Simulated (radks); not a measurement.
Bi55+, configuration [Ar] 3d10. All-electron calculation, Dirac Kohn-Sham, BLYP, spin-unpolarised, spherical densities, finite nucleus; Fermi nuclear charge, rms radius 5.5211 fm. Program: a radial shooting solver on a logarithmic mesh with Libxc functionals. Some entries of the table are withheld. Estimate them.

| orbital | occ. | eigenvalue (eV) | <r> (bohr) | <r^2> (bohr^2) |
|---|---|---|---|---|
| 1s1/2 | 2 | -93683.46 | 0.01579 | (1) |
| 2s1/2 | 2 | -19386.57 | 0.06562 | 0.005162 |
| 2p1/2 | 2 | -18776.35 | 0.05373 | 0.003620 |
| 2p3/2 | 4 | -16442.30 | 0.06271 | 0.004786 |
| 3s1/2 | 2 | -6891.220 | 0.1675 | 0.03217 |
| 3p1/2 | 2 | (2) | 0.1578 | 0.02903 |
| 3p3/2 | 4 | (3) | 0.1728 | 0.03461 |
| 3d3/2 | 4 | (4) | 0.1494 | 0.02602 |
| 3d5/2 | 6 | (5) | 0.1540 | 0.02750 |
| 4s1/2 | 0 | -3454.464 | 0.3308 | 0.1234 |
| 4p1/2 | 0 | (6) | (7) | 0.1202 |
| 4p3/2 | 0 | (8) | (9) | 0.1366 |

Answer. 
(1) 1s1/2 <r^2> (bohr^2): 0.0003463
(2) 3p1/2 eigenvalue (eV): -6622.159
(3) 3p3/2 eigenvalue (eV): -6073.287
(4) 3d3/2 eigenvalue (eV): -5644.477
(5) 3d5/2 eigenvalue (eV): -5525.758
(6) 4p1/2 eigenvalue (eV): -3337.820
(7) 4p1/2 <r> (bohr): 0.3252
(8) 4p3/2 eigenvalue (eV): -3147.273
(9) 4p3/2 <r> (bohr): 0.3470
